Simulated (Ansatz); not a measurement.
Geometry optimisation, RHF/def2-SVP in Ansatz 0.2.0.

input.yaml

```yaml
crystal:
  periodic: [false, false, false]
  atoms:
    - { symbol: Zr, position_ang: [0.0, 0.0, 0.0] }
    - { symbol: O, position_ang: [0.0, 0.0, 2.42] }
    - { symbol: H, position_ang: [-0.9095, -0.2814, 2.7571] }
    - { symbol: "N", position_ang: [2.084, 0.0, -0.7359] }
    - { symbol: H, position_ang: [2.5823, -0.918, -0.9166] }
    - { symbol: H, position_ang: [2.5853, 0.918, -0.9082] }
    - { symbol: "N", position_ang: [-1.0409, 1.8034, -0.7359] }
    - { symbol: H, position_ang: [-2.061, 1.7482, -1.0186] }
    - { symbol: H, position_ang: [-0.5204, 2.7241, -0.8065] }
    - { symbol: "N", position_ang: [-1.0409, -1.8034, -0.7359] }
    - { symbol: H, position_ang: [-1.5759, -2.4197, -0.0595] }
    - { symbol: H, position_ang: [-1.0055, -2.0526, -1.7656] }
    - { symbol: Si, position_ang: [1.0828, -2.5404, 0.9176] }
    - { symbol: H, position_ang: [0.1652, -3.6186, 0.5611] }
    - { symbol: H, position_ang: [2.3776, -2.7752, 0.2852] }
    - { symbol: H, position_ang: [1.2497, -2.5038, 2.3676] }
    - { symbol: H, position_ang: [0.5363, -1.2583, 2.1872] }
basis:
  gaussian: { orbitals: def2-SVP }
hamiltonian:
  xc: hf
relax:
  f_tol: 0.15
  max_steps: 25
  restrain:
    - { distance: [0, 12], at: 2.61, k: 30.0 }
    - { distance: [16, 1], at: 1.01, k: 30.0 }
    - { distance: [0, 1], at: 3.27, k: 30.0 }
    - { distance: [16, 12], at: 2.66, k: 30.0 }
output:
  orbitals: {}
```

Run as:

```bash
$ ansatz run input.yaml --threads 4 --pin off --max-ram 5120MiB --backend cpu --events-out ev --progress --plain --runs-dir out
```

Task: Where does it end, and by what steps?

Result: The forces met the threshold. The restraints hold the end off the free minimum; the threshold counts their pulls, which the force column leaves out. Restrained pairs: Zr1–Si13 (2.91 → 2.66 Å), O2–H17 (1.39 → 0.97 Å), Zr1–O2 (2.42 → 3.26 Å), Si13–H17 (1.89 → 2.67 Å). After 22 steps the energy has fallen by 4.943 eV (the restraints' own energy left out); H9 moved furthest, 2.18 Å.

```
step  energy less start (eV)  largest force component (eV/Å)  accepted
   0                  0.0000                           3.235       yes
   1                 -1.1857                           4.662       yes
   2                 -2.0782                           3.212       yes
   3                 -2.5656                           3.136       yes
   4                 -3.1954                           1.978       yes
   5                 -3.5816                           3.189       yes
   6                 -3.8714                           2.333       yes
   7                 -4.0992                           1.799       yes
   8                 -4.2874                           1.542       yes
   9                 -4.3936                           1.510       yes
  10                 -4.4776                           1.543       yes
  11                 -4.5767                           1.578       yes
  12                 -4.6465                           1.492       yes
  13                 -4.6896                           1.600       yes
  14                 -4.7666                           1.511       yes
  15                 -4.8190                           1.535       yes
  16                 -4.8214                           1.752       yes
  17                 -4.8778                           1.463       yes
  18                 -4.9035                           1.483       yes
  19                 -4.8972                           1.421       yes
  20                 -4.9329                           1.416       yes
  21                 -4.9386                           1.420        no
  22                 -4.9425                           1.395       yes
```

```xyz
17
Properties=species:S:1:pos:R:3
Zr 0.070 -0.596 -0.557
O 0.925 0.665 2.327
H 0.251 0.839 2.968
N 1.943 0.131 -0.928
H 2.607 -0.294 -1.559
H 2.373 0.942 -0.511
N -1.405 0.683 0.086
H -2.338 0.766 -0.281
H -1.265 1.407 0.769
N -0.629 -1.720 -2.113
H -1.587 -2.023 -2.202
H -0.116 -2.110 -2.885
Si 0.526 -2.508 1.241
H -0.687 -3.193 1.794
H 1.368 -3.617 0.688
H 1.276 -2.096 2.479
H 1.197 -0.252 2.498
```

Time of the run: 53 s on 4 threads of Arm Neoverse V2 (shared host), peak memory 0.48 GiB.
